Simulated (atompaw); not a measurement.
# Pseudopotential generation for copper (Cu): PAW (atompaw), LDA (PW92), scalar-relativistic.

- Element: copper
- Generator: atompaw 4.2.0.5
- Type: PAW
- Functional: LDA (PW92)
- Relativity: scalar-relativistic
- Frozen core: [Ar]
- Valence charge: 11
- Reference configuration: 3d10 4s0 4p0 (charge +1)
- Partial waves: 4s (bound, empty): rc 2.20 bohr; 4s channel at 0.45 Ry: rc 2.40 bohr; 4p (bound, empty): rc 2.40 bohr; 4p channel at 0.05 Ry: rc 2.40 bohr; 3d (bound): rc 1.40 bohr; 3d channel at -0.6 Ry: rc 1.40 bohr; 4f channel at -0.1 Ry: rc 2.40 bohr; 4f channel at 2.3 Ry: rc 2.40 bohr
- Local potential: bessel scheme, radius 2.30 bohr
- Core correction: smooth core density matched at 1.35 bohr
- Augmentation charge: besselshape compensation charge, radius 1.85 bohr; PAW radius 2.40 bohr; waves and projectors: custom polynom vanderbiltortho

All-electron outer shells of the reference configuration (LDA (PW92), scalar-relativistic, ld1.x):

```json
{"shell": "3p", "level (eV)": "-80.75", "outermost node (bohr)": "0.26", "outermost maximum (bohr)": "0.62"}
{"shell": "3d", "level (eV)": "-14.01", "outermost node (bohr)": "–", "outermost maximum (bohr)": "0.60"}
{"shell": "4s", "level (eV)": "-12.15", "outermost node (bohr)": "0.89", "outermost maximum (bohr)": "2.11"}
{"shell": "4p", "level (eV)": "-6.63", "outermost node (bohr)": "0.97", "outermost maximum (bohr)": "2.74"}
```

(1) Estimate the cutoffs (Ry, on a coarse ladder) from which the occupation-weighted sum of valence levels, in a spherical-Bessel basis at the reference potential, stays within 10 and 1 mRy of its value at 400 Ry.

(2) Does the potential have ghost states?

(3) Is the overlap operator S = 1 + Σ q|β⟩⟨β| positive definite (Bessel basis up to 400 Ry)?

Answers

(1) 80 Ry and 120 Ry.

(2) No extra level below or beside the all-electron valence levels (s, p, d, f tested).

(3) Yes: its lowest eigenvalue is 0.14 (s channel).
